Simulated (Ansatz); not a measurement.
Program: Ansatz. Geometries: PBE0-D4/def2-TZVP. ΔE: electronic, gas phase. CCSD(T)/CBS is the MP2 limit (def2-TZVPP, def2-QZVPP) plus CCSD(T) − MP2 in def2-TZVPP, frozen cores. DFT in def2-TZVPP. B3LYP here is the variant with VWN-RPA as its local correlation; programs differ in this. For Ge, Zn outer-core shells are correlated without core-valence functions, which leaves a few kJ/mol of doubt a bond. Scalar relativity is left out up to krypton. Each species was taken in one conformer, which may not be the lowest.

Consider the redistribution: `[NH2][AlH][CH2][GeH3]` + `[NH2][ZnH]` → `[AlH2][CH2][GeH3]` + `[NH2][Zn][NH2]`.

```
             level  ΔE (kcal/mol)  difference from CCSD(T)/CBS
            PBE-D4           21.4                          0.7
         r2SCAN-D4           22.6                          1.9
           PBE0-D4           21.9                          1.2
          B3LYP-D4           22.6                          1.9
           ωB97X-V           21.5                          0.8
           ωB97M-V           22.7                          2.0
            B2PLYP           21.5                          0.8
               PBE           20.8                          0.1
            r2SCAN           22.5                          1.8
              PBE0           21.3                          0.6
             B3LYP           21.7                          1.0
     HF/def2-TZVPP           22.3                          1.6
    MP2/def2-TZVPP           20.9                          0.2
SCS-MP2/def2-TZVPP           20.8                          0.1
   CCSD/def2-TZVPP           21.5                          0.8
CCSD(T)/def2-TZVPP           21.4                          0.7
     HF/def2-QZVPP           21.9                          1.2
    MP2/def2-QZVPP           20.3                         -0.4
SCS-MP2/def2-QZVPP           20.3                         -0.4
      HF/CBS(def2)           21.9                          1.2
     MP2/CBS(def2)           20.2                         -0.5
    CCSD/CBS(def2)           20.8                          0.1
       CCSD(T)/CBS           20.7                            0
```

Largest T1 diagnostic among the species: 0.016.

The D4 term adds +0.9 kcal/mol with B3LYP and +0.5 kcal/mol with PBE0; it sums over pairs of atoms, weighted by their polarisabilities, and B3LYP, whose exchange is more repulsive, gets the larger term. In def2-TZVPP, CCSD(T) changes the Hartree–Fock value by −0.9 kcal/mol (the triples alone add −0.1 kcal/mol) and MP2 by −1.5 kcal/mol.
